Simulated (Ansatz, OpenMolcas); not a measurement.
# GaBH3ClO (SMILES O[B](Cl)[GaH2]): the energy, rung by rung

GaBH3ClO: 7 atoms, total charge 0, spin state singlet. SMILES: `O[B](Cl)[GaH2]`. The shape is that of a PBE0-D4/def2-TZVP optimisation. This is one conformer, not always the lowest.

```xyz
7

O    -0.8455   -1.2291    0.9271
B    -0.0319   -0.6649    0.0179
Cl    0.8990   -1.7362   -1.0705
Ga    0.2024    1.4062   -0.1908
H    -0.8509   -2.1943    0.9059
H    -0.6913    2.2325   -1.1861
H     1.3180    2.1859    0.5965
```

Each level gives the energy change with the B2–Cl3 bond stretched from 1.789 to 2.325 Å (eV). The values are calculated.

```
                                             level                    kind     program  value (eV)
    HF/6-31G* (spherical functions) (unrestricted)            Hartree–Fock  OpenMolcas        1.19
    BLYP/6-31G* (spherical functions) (restricted)                     GGA  OpenMolcas        0.94
     PBE/6-31G* (spherical functions) (restricted)                     GGA      Ansatz        1.08
   B3LYP/6-31G* (spherical functions) (restricted)           global hybrid  OpenMolcas        1.09
    PBE0/6-31G* (spherical functions) (restricted)           global hybrid  OpenMolcas        1.23
 wB97M-V/6-31G* (spherical functions) (restricted)  range-separated hybrid      Ansatz        1.23
   wB97X/6-31G* (spherical functions) (restricted)  range-separated hybrid      Ansatz        1.26
PBE-QIDH/6-31G* (spherical functions) (restricted)           double hybrid      Ansatz        1.35
```

All-electron rows without a relativistic Hamiltonian named are non-relativistic. The first shape isn't each level's own minimum. The values span 0.94 to 1.35 eV.
